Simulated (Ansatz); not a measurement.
Computed with Ansatz on PBE0-D4/def2-TZVP structures; ΔE is electronic, products minus reactants. CCSD(T)/CBS adds triple-zeta CCSD(T) − MP2 to the extrapolated MP2 energy (def2 sets, frozen cores). This one scheme is used for every species. DFT in def2-TZVPP. B3LYP here is the variant with VWN-RPA as its local correlation; programs differ in this. One conformer a species, not always the lowest.

Consider the substitution at a C–C bond: `O=CC1CO1` + silanol → `[SiH3]OC1CO1` + `C=O`.

`O=CC1CO1`:

Cartesian coordinates in Å:
```
O 1.998 1.260 -0.427
C 1.295 0.404 0.033
C -0.182 0.508 0.126
C -0.977 -0.685 -0.193
O -0.775 -0.289 1.140
H 1.703 -0.552 0.427
H -0.610 1.496 -0.026
H -1.979 -0.541 -0.588
H -0.472 -1.601 -0.492
```

`O[SiH3]`:

Z-matrix (Å, degrees):
```
Si
O 1 1.648
H 1 1.489 2 111.7
H 1 1.489 2 111.7 3 120.9
H 1 1.481 2 105.9 3 -119.6
H 2 0.957 1 117.9 3 -60.5
```

`[SiH3]OC1CO1`:

Cartesian coordinates in Å:
```
Si 0.872 -1.370 0.591
O -0.327 -0.938 -0.477
C -0.998 0.250 -0.392
C -0.333 1.525 -0.626
O -0.683 1.082 0.694
H 1.340 -2.680 0.083
H 1.995 -0.397 0.575
H 0.352 -1.509 1.972
H -2.060 0.132 -0.596
H -0.891 2.385 -0.985
H 0.732 1.520 -0.840
```

`C=O`:

Z-matrix (Å, degrees):
```
C
O 1 1.195
H 1 1.109 2 122.0
H 1 1.109 2 122.0 3 -180.0
```

```csv
level,ΔE (kcal/mol),difference from CCSD(T)/CBS
PBE-D4,12.7,0.4
r2SCAN-D4,12.9,0.6
PBE0-D4,12.6,0.3
B3LYP-D4,11.4,-0.9
ωB97X-V,11.2,-1.1
ωB97M-V,11.6,-0.7
B2PLYP,12.5,0.2
PBE,13.4,1.1
r2SCAN,13.1,0.8
PBE0,13.3,1.0
B3LYP,12.6,0.3
HF/def2-TZVPP,11.2,-1.1
MP2/def2-TZVPP,13.0,0.7
SCS-MP2/def2-TZVPP,12.0,-0.3
CCSD/def2-TZVPP,11.6,-0.7
CCSD(T)/def2-TZVPP,11.6,-0.7
HF/def2-QZVPP,11.2,-1.1
MP2/def2-QZVPP,13.4,1.1
SCS-MP2/def2-QZVPP,12.5,0.2
HF/CBS(def2),11.2,-1.1
MP2/CBS(def2),13.7,1.4
CCSD/CBS(def2),12.3,0.0
CCSD(T)/CBS,12.3,0
```

Largest T1 diagnostic among the species: 0.015.

The D4 term adds −1.2 kcal/mol with B3LYP and −0.7 kcal/mol with PBE0; it sums over pairs of atoms, weighted by their polarisabilities, and B3LYP, whose exchange is more repulsive, gets the larger term.
